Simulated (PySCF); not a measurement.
## How methods differ on the excitation energy of Al

Al [Ne] 3s2 3p1 (2P) → Al [Ne] 3s1 3p1 4s1 (4P), as a difference of total energies. Computed with PySCF 2.14 in aug-cc-pwCVTZ, with the non-relativistic Hamiltonian (point nucleus). Correlated levels: valence: [Ne] frozen; valence and next inner shell: 1s2 frozen; nothing frozen. The calculations carry no spin-orbit coupling.

| method | excitation energy (cm⁻¹) |
| --- | --- |
| UHF | 51710 |
| LDA | 61178 |
| PBE | 60422 |
| PBE0 | 60002 |
| r2SCAN | 59015 |
| PBEsol | 59871 |
| TPSSh | 60738 |
| wB97M-V | 61980 |
| B97-3 | 62187 |
| MP2 (valence) | 58339 |
| SCS-MP2 (valence) | 60371 |
| MP2 (valence and next inner shell) | 59568 |
| SCS-MP2 (valence and next inner shell) | 61310 |
| MP2 (all electrons) | 59551 |
| SCS-MP2 (all electrons) | 61299 |

The upper state lies above the first ionisation limit, but in LS coupling its spin forbids autoionisation to the ground ion. A Rydberg-like electron needs more diffuse functions than a valence basis has.

The promoted electron is Rydberg-like, and one or two diffuse shells describe it only roughly, which tends to raise the upper state.
